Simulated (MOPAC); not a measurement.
Input for MOPAC: AM1 on H3NSTe (SMILES N[Te]S), a point of a torsion scan.

```
AM1 1SCF PRECISE CHARGE=0 THREADS=1
H3NSTe

N     -1.43275070 1     0.02204355 1     0.14843467 1
Te     0.03001283 1    -1.06418046 1     1.03955029 1
S      1.92836293 1    -0.41494950 1    -0.29671525 1
H     -1.29957913 1     1.02206457 1     0.21830915 1
H     -1.57797545 1    -0.21191358 1    -0.82440116 1
H      1.47373445 1    -0.84892425 1    -1.46696401 1
```

The log:

```
*******************************************************************************
 **                                                                           **
 **                              MOPAC v23.2.5                                **
 **                                                                           **
 *******************************************************************************
 ** MOPAC's Digital Object Identifier: https://doi.org/10.5281/zenodo.6511958 **
 **                                                                           **
 ** Please cite the open-source release paper for use of this MOPAC version:  **
 ** J. E. Moussa and J. J. P. Stewart (2026)                                  **
 ** MOPAC: An open-source semiempirical molecular orbital program             **
 ** J. Open Source Softw., 11(119), 8025, https://doi.org/10.21105/joss.08025 **
 *******************************************************************************

                              AM1 CALCULATION RESULTS

 *******************************************************************************
 *  AM1        - The AM1 Hamiltonian to be used
 *
 *
 *
 *                 CHARGE ON SYSTEM = 0
 *
 *
 *
 *  PRECISE    - TIGHTER CRITERIA TO BE USED
 *  1SCF       - DO 1 SCF AND THEN STOP
 *  THREADS=1  - MULTI-THREADING NOT USED
 *  T=         - A TIME OF 172800.0 SECONDS REQUESTED
 *  DUMP=N     - RESTART FILE WRITTEN EVERY 7200.0 SECONDS REQUESTED
 *******************************************************************************
AM1 1SCF PRECISE CHARGE=0 THREADS=1
 H3NSTe

   ATOM   CHEMICAL          X               Y               Z
  NUMBER   SYMBOL      (ANGSTROMS)     (ANGSTROMS)     (ANGSTROMS)

     1       N         -1.43275070  *   0.02204355  *   0.14843467  *
     2      Te          0.03001283  *  -1.06418046  *   1.03955029  *
     3       S          1.92836293  *  -0.41494950  *  -0.29671525  *
     4       H         -1.29957913  *   1.02206457  *   0.21830915  *
     5       H         -1.57797545  *  -0.21191358  *  -0.82440116  *
     6       H          1.47373445  *  -0.84892425  *  -1.46696401  *



          CARTESIAN COORDINATES

    NO.       ATOM           X           Y           Z

     1         N         -1.4328      0.0220      0.1484
     2        Te          0.0300     -1.0642      1.0396
     3         S          1.9284     -0.4149     -0.2967
     4         H         -1.2996      1.0221      0.2183
     5         H         -1.5780     -0.2119     -0.8244
     6         H          1.4737     -0.8489     -1.4670

  H: (AM1): M.J.S. DEWAR ET AL, J. AM. CHEM. SOC. 107 3902-3909 (1985)
  N: (AM1): M.J.S. DEWAR ET AL, J. AM. CHEM. SOC. 107 3902-3909 (1985)
  S: (AM1): M.J.S. DEWAR, Y-C YUAN, INORGANIC CHEMISTRY, 29, 3881:3890,  (1990)
 Te: (AM1): J. J. P. STEWART, J. MOL. MOD., 10, 155-164 (2004)

           Empirical Formula: H3 N Te S  =     6 atoms



      MOLECULAR POINT GROUP   :   C1


      RHF CALCULATION, NO. OF DOUBLY OCCUPIED LEVELS = 10


 -------------------------------------------------------------------------------
 AM1 1SCF PRECISE CHARGE=0 THREADS=1
 H3NSTe



     1SCF WAS SPECIFIED, SO BFGS WAS NOT USED
     SCF FIELD WAS ACHIEVED


                              AM1 CALCULATION
                                                       MOPAC v23.2.5 Linux




          FINAL HEAT OF FORMATION =         20.94944 KCAL/MOL =      87.65245 KJ/MOL


          COSMO AREA              =        116.23 SQUARE ANGSTROMS
          COSMO VOLUME            =        106.42 CUBIC ANGSTROMS

          IONIZATION POTENTIAL    =          7.436196 EV
          HOMO LUMO ENERGIES (EV) =         -7.436 -1.920
          NO. OF FILLED LEVELS    =         10
          MOLECULAR WEIGHT        =        176.6904         POINT GROUP:  C1

          MOLECULAR DIMENSIONS (Angstroms)

            Atom       Atom       Distance
            H     6    H     4     3.74593
            H     5    S     3     2.56180
           Te     2    H     4     1.93184


          SCF CALCULATIONS        =          1





   ATOM   CHEMICAL          X               Y               Z
  NUMBER   SYMBOL      (ANGSTROMS)     (ANGSTROMS)     (ANGSTROMS)

     1       N         -1.43275070  *   0.02204355  *   0.14843467  *
     2      Te          0.03001283  *  -1.06418046  *   1.03955029  *
     3       S          1.92836293  *  -0.41494950  *  -0.29671525  *
     4       H         -1.29957913  *   1.02206457  *   0.21830915  *
     5       H         -1.57797545  *  -0.21191358  *  -0.82440116  *
     6       H          1.47373445  *  -0.84892425  *  -1.46696401  *

                             CARTESIAN COORDINATES

   1    N       -1.432750700     0.022043550     0.148434670
   2   Te        0.030012830    -1.064180460     1.039550290
   3    S        1.928362930    -0.414949500    -0.296715250
   4    H       -1.299579130     1.022064570     0.218309150
   5    H       -1.577975450    -0.211913580    -0.824401160
   6    H        1.473734450    -0.848924250    -1.466964010


           Empirical Formula: H3 N Te S  =     6 atoms



      MOLECULAR POINT GROUP   :   C1


                  EIGENVALUES
 -33.11459 -23.28456 -18.33125 -16.58273 -14.60659 -12.89792 -11.30195 -10.34408
  -9.67761  -7.43620  -1.91959  -0.38266   1.34757   4.59619   5.48423


              NET ATOMIC CHARGES AND DIPOLE CONTRIBUTIONS

  ATOM NO.   TYPE          CHARGE      No. of ELECS.   s-Pop       p-Pop
    1          N          -0.498431        5.4984     1.61633     3.88211
    2         Te           0.427707        5.5723     1.94699     3.62530
    3          S          -0.308019        6.3080     1.92263     4.38539
    4          H           0.160695        0.8393     0.83931
    5          H           0.155227        0.8448     0.84477
    6          H           0.062822        0.9372     0.93718
 DIPOLE           X         Y         Z       TOTAL
 POINT-CHG.    -1.096    -1.250     1.330     2.130
 HYBRID        -0.273     1.021    -2.531     2.743
 SUM           -1.369    -0.230    -1.201     1.835


          ATOMIC ORBITAL ELECTRON POPULATIONS

     Atom    s        px        py        pz
    1  N   1.61633   1.48383   1.14607   1.25221
    2 Te   1.94699   0.76651   1.51277   1.34602
    3  S   1.92263   1.39473   1.80544   1.18522
    4  H   0.83931
    5  H   0.84477
    6  H   0.93718

 **********************
 *                    *
 * JOB ENDED NORMALLY *
 *                    *
 **********************




 == MOPAC DONE ==
```

The run finished.

Cost: very roughly 0.03 core-seconds.
